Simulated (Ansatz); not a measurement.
`CO[Si](F)(F)SC` + CH₃NH₂ → `CN[Si](F)(F)OC` + CH₃SH  (ligand exchange at the Si–S bond)

Gas-phase electronic energies from Ansatz, PBE0-D4/def2-TZVP geometries. CBS: MP2 limit from def2 TZ/QZ plus the TZ coupled-cluster correction, frozen cores. This one scheme is used for every species. Functionals use def2-TZVPP. One conformer a species, not always the lowest.

| level | ΔE (kJ/mol) |
| --- | --- |
| PBE-D4 | -4.9 |
| ωB97X-V | -16.1 |

**Question.** What does CCSD(T)/CBS give? (Best estimate.)

**Answer.** Computed: -15.6 kJ/mol. The listed levels differ from it by 10.7, -0.5 kJ/mol.

Largest T1 diagnostic among the species: 0.011.

In def2-TZVPP, CCSD(T) changes the Hartree–Fock value by +11.7 kJ/mol (the triples alone add +3.5 kJ/mol) and MP2 by +15.0 kJ/mol. From PBE to PBE0 (25 % exact exchange), in def2-TZVPP and without D4, ΔE moves by −5.2 kJ/mol. The D4 term adds +3.8 kJ/mol with B3LYP and +2.1 kJ/mol with PBE0; it sums over pairs of atoms, weighted by their polarisabilities, and B3LYP, whose exchange is more repulsive, gets the larger term.

B3LYP here is the variant with VWN-RPA as its local correlation; programs differ in this.
